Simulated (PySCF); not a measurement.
A GIAO shielding run with PySCF (density fitting, non-relativistic, gas phase) on SMILES CS[Si@@H]1[SiH2][SiH2][Si@@H]1C, C2H12SSi4:

```
$ OMP_NUM_THREADS=1 python probes_run.py task.json out

{"job": {"kind": "nmr", "xc": "PBE0", "basis": "pcSseg-1"}, "charge": 0, "multiplicity": 1}
C      3.211883    -0.216371     0.963138
S      1.638387    -1.112078     0.890297
Si     0.768142    -0.160400    -0.869136
Si     0.247158     2.091276    -0.349650
Si    -2.029986     1.497600    -0.184868
Si    -1.529491    -0.717101    -0.865373
C     -2.050154    -2.106672     0.324661
H      3.788402    -0.415535     0.063952
H      3.746744    -0.581663     1.833893
H      3.020384     0.848808     1.061536
H      1.758270    -0.505262    -1.902510
H      0.892550     2.686644     0.829956
H      0.591958     3.039379    -1.418019
H     -2.639232     1.669332     1.141063
H     -2.937619     2.260441    -1.052546
H     -2.038084    -1.090517    -2.198968
H     -1.583841    -1.961492     1.294888
H     -1.738544    -3.080934    -0.041483
H     -3.126731    -2.136201     0.471706
```

Hardware: 1 thread of an Arm Neoverse V2, shared host. The job also computes population analyses, field gradients, ring-centre shieldings.

(1) How large is the calculation?

(2) How long does it take, and how much memory does it need?

Results:

(1) 96 electrons, 214 basis functions and 1231 auxiliary functions.

(2) 61 s of wall time, with 12 SCF cycles and 5 response iterations; peak memory 1.1 GiB. Times on a shared host scatter by some tens of per cent.
